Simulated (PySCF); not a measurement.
Run record for `COC(=S)CC(C)=S`: PBE0/ANO-RCC-VDZP, TDA, 3 singlets.

Method: TDA PBE0/ANO-RCC-VDZP, vertical, gas phase, core orbitals frozen in the response (PySCF 2.14.0, density-fitted response routines). Geometry: GFN2-xTB. The command runs a driver script over a list of jobs; the input below is this job's line of settings and its coordinates in Å.

Command:
```bash
OMP_NUM_THREADS=1 python probes_run.py task.json out
```

Input:
```
{"job": {"kind": "uv", "xc": "PBE0", "basis": "ANO-RCC-VDZP", "nstates": 3, "ntriplets": 2, "tda": true}, "charge": 0, "multiplicity": 1}
C      2.746427     0.422311     0.805559
O      1.668650     0.458457    -0.109874
C      0.706975    -0.432884     0.021942
S      0.680754    -1.611223     1.148552
C     -0.417646    -0.219762    -0.960593
C     -1.500583     0.544800    -0.242644
C     -2.467862    -0.271152     0.527684
S     -1.533906     2.165792    -0.283523
H      3.402378     1.246121     0.536430
H      2.381636     0.541283     1.829028
H      3.277431    -0.530057     0.731988
H     -0.793939    -1.186897    -1.294795
H     -0.037029     0.364552    -1.798928
H     -3.069901    -0.875759    -0.152214
H     -3.125006     0.356466     1.123039
H     -1.925978    -0.963102     1.176871
```

Output:
```
coarse grid: 14728 points
cycle   1  E = -1065.8082273494  dE =  1.180e+00  |g| = 5.848e-01  |ddm| = 5.582e+00
cycle   2  E = -1065.6562983460  dE =  1.519e-01  |g| = 1.011e+00  |ddm| = 1.559e+00
cycle   3  E = -1065.8871606221  dE = -2.309e-01  |g| = 1.716e-01  |ddm| = 1.080e+00
cycle   4  E = -1065.8942420406  dE = -7.081e-03  |g| = 6.570e-02  |ddm| = 2.484e-01
cycle   5  E = -1065.8952766200  dE = -1.035e-03  |g| = 2.413e-02  |ddm| = 8.894e-02
cycle   6  E = -1065.8954076783  dE = -1.311e-04  |g| = 4.069e-03  |ddm| = 2.532e-02
cycle   7  E = -1065.8954107016  dE = -3.023e-06  |g| = 1.909e-03  |ddm| = 5.674e-03
final grid: 133720 points
cycle   8  E = -1065.8916664227  dE = -1.347e-05  |g| = 1.491e-02  |ddm| = 4.879e-02
cycle   9  E = -1065.8915153745  dE =  1.510e-04  |g| = 2.842e-02  |ddm| = 4.328e-02
cycle  10  E = -1065.8917173858  dE = -2.020e-04  |g| = 3.320e-03  |ddm| = 3.152e-02
cycle  11  E = -1065.8917202746  dE = -2.889e-06  |g| = 4.794e-04  |ddm| = 3.466e-03
cycle  12  E = -1065.8917203145  dE = -3.986e-08  |g| = 1.913e-04  |ddm| = 6.377e-04
cycle  13  E = -1065.8917203228  dE = -8.314e-09  |g| = 6.829e-05  |ddm| = 2.962e-04
cycle  14  E = -1065.8917203240  dE = -1.186e-09  |g| = 2.848e-05  |ddm| = 1.062e-04
cycle  15  E = -1065.8917203242  dE = -2.174e-10  |g| = 4.212e-06  |ddm| = 3.257e-05
converged SCF energy = -1065.8917203242

Static polarisability (au): isotropic 96.029, principal 69.929 98.300 119.858

Singlet excitations
state   eV       nm        f      main configurations
  1   2.4238    511.5   0.00244   H->L 0.93
  2   3.1104    398.6   0.01197   H-1->L 0.86, H-1->L+1 0.12
  3   4.1036    302.1   0.00229   H->L+1 0.71, H-1->L+1 0.22

Triplet excitations (Tamm-Dancoff, eV): 1.9218 2.7129
```

The SCF starts on a coarse grid where the log names one; the energy can jump when the final grid takes over, and dE then counts from the start density on the new grid. H and L stand for HOMO and LUMO; the number after each pair is its weight.

Task: Which computed singlet has the largest oscillator strength, and what do all of them sum to?

Result: State 2 at 3.11 eV (399 nm), f = 0.012; the 3 states sum to 0.017.

Task: Give S1 in cm⁻¹ and kJ/mol.

Result: 2.4238 eV × 8065.54 = 19549 cm⁻¹; × 96.485 = 233.9 kJ/mol.

In short: SCF converged in 15 cycles with 160 basis and 1094 fitting functions; HOMO -6.40 eV, LUMO -2.39 eV; lowest singlet 2.42 eV; lowest triplet 1.92 eV (Tamm–Dancoff); mean polarisability 96.0 au.

ANO-RCC sets were contracted for a scalar-relativistic Hamiltonian, but ran non-relativistically here. The basis is contracted for a relativistic Hamiltonian, but the run is non-relativistic.

The run took about 70 s of CPU time (one thread, shared machine).

The values belong to the conformer `[CH3:1][O:2][C:3](=[S:4])[CH2:5][C:6]([CH3:7])=[S:8]`: C1–O2–C3–S4 -2°, O2–C3–C5–C6 -97°, C3–C5–C6–C7 -86°.
